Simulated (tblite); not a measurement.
A tight-binding relaxation on `C#CC[P@@](=S)(C=C)C(F)(F)F`.

Computed with GFN2-xTB geometry optimisation, gas phase (tblite 0.8.0). Start geometry: from a force field or distance geometry. The input is one job of a driver script: a line of settings, then coordinates in Å.

Command:
```bash
OMP_NUM_THREADS=1 python probes_run.py task.json out
```

Input:
```
{"job": {"kind": "relax", "xc": "GFN2-xTB", "basis": "xTB"}, "charge": 0, "multiplicity": 1}
C     -2.307200     2.156500    -0.210000
C     -1.177000     1.800600    -0.258000
C      0.239500     1.352900    -0.291300
P      0.572100    -0.223600     0.537100
S      0.164400    -0.210100     2.486200
C     -0.293600    -1.392000    -0.501100
C     -1.565200    -1.761200    -0.332300
C      2.273200    -0.440700     0.102800
F      2.970400     0.546000     0.660000
F      2.658500    -1.645300     0.546200
F      2.335400    -0.383800    -1.241400
H     -3.334800     2.479300    -0.163100
H      0.859700     2.124000     0.175800
H      0.548000     1.275200    -1.344400
H      0.259300    -1.820200    -1.325400
H     -2.038100    -2.479500    -0.984200
H     -2.171500    -1.366400     0.486200
```

Output:
```
step      E/eV     max force
  0    -973.22960    5.070
  1    -973.44171    5.730
  2    -973.58790    2.861
  3    -973.71858    0.633
  4    -973.74913    0.369
  5    -973.76457    0.351
  6    -973.76931    0.203
  7    -973.77441    0.257
  8    -973.78080    0.191
  9    -973.78409    0.184
... (80 lines left out)
 90    -973.84397    0.048
 91    -973.84415    0.033
 92    -973.84436    0.025
 93    -973.84454    0.028
 94    -973.84466    0.030
 95    -973.84475    0.025
 96    -973.84483    0.022
 97    -973.84491    0.015
 98    -973.84495    0.010
 99    -973.84497    0.008
```

«max force» is the largest atomic force in eV/Å.

From which step on does the largest force stay under 0.1 eV/Å, and how much energy is left to gain from there?

From step 49 (0.058 eV/Å), 21.4 meV above the end.

Main results: energy lowered by 14.2 kcal/mol over 99 steps; largest atomic force 0.008 eV/Å at the end.

Where do the atoms end?

0.380 Å rms from the input after alignment:
```
atom  x, y, z in Å
C1    -2.2503    2.2452   -0.3553
C2    -1.0882    1.9606   -0.3412
C3     0.2984    1.5549   -0.3084
P4     0.3570   -0.1040    0.5223
S5    -0.0605   -0.2065    2.3972
C6    -0.4839   -1.2396   -0.6177
C7    -1.4127   -2.0573   -0.1494
C8     2.1740   -0.5301    0.1131
F9     2.9951    0.3792    0.6476
F10    2.5179   -1.7272    0.5826
F11    2.4121   -0.5387   -1.2092
H12   -3.2604    2.5269   -0.3742
H13    0.8902    2.2538    0.2948
H14    0.7124    1.4947   -1.3203
H15   -0.1977   -1.1994   -1.6607
H16   -1.9492   -2.7464   -0.7804
H17   -1.6613   -2.0539    0.9022
```

Time: 0.95 s of wall time. Hardware: one thread of an Arm Neoverse V1, no GPU (shared host).
Labels such as C1 count atoms from 1, the log's own numbers from 0.
